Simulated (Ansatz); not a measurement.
Be₂Te₃, relaxed as a singlet with RKS PBE0-D4/def2-SVP in Ansatz, starting from the GFN1-xTB geometry. Force threshold 0.02 eV/Å.

In the def2 sets Te takes a core potential; there is no spin–orbit coupling. The structure comes from a short search, and lower isomers may exist.

Start:

```xyz
5

Be   -0.1671   -1.1314    0.4326
Be    0.5342    0.9125   -0.6128
Te    1.8501   -1.0924   -0.8958
Te   -1.8357    0.3348   -0.5680
Te   -0.3815    0.9765    1.6440
```

Question: Estimate the energy that the relaxation releases and the steps that it takes.

Answer: 95.0 kJ/mol, in 17 steps; 25 s on 4 threads of Arm Neoverse V2 on a shared host. The force fell under the threshold at step 5, but the optimiser went on and released 0.683 eV more. No frequencies were taken in this run, so the end may be a saddle point.

Question: Does the start keep its bonding and symmetry?

Answer: Bonds lost: Be1–Te5, Be2–Te4 (atoms count from 1). The end is the same structure that another start reached, the lowest one found. Point group C2v at the start, C2v at the end, both within 0.05 Å; within 0.015 Å the end is C2.

Question: Predict the relaxed structure.

Answer: 
| atom | x (Å) | y (Å) | z (Å) |
| --- | --- | --- | --- |
| Be1 | -0.318 | -1.071 | -0.691 |
| Be2 | 1.138 | 0.585 | 0.292 |
| Te3 | 1.917 | -1.136 | -0.928 |
| Te4 | -2.219 | -0.147 | 0.080 |
| Te5 | -0.519 | 1.768 | 1.248 |
Bond lengths (bridged metal pairs left out): 4 × Be–Te 2.25 Å; 1 × Te–Te 2.81 Å.
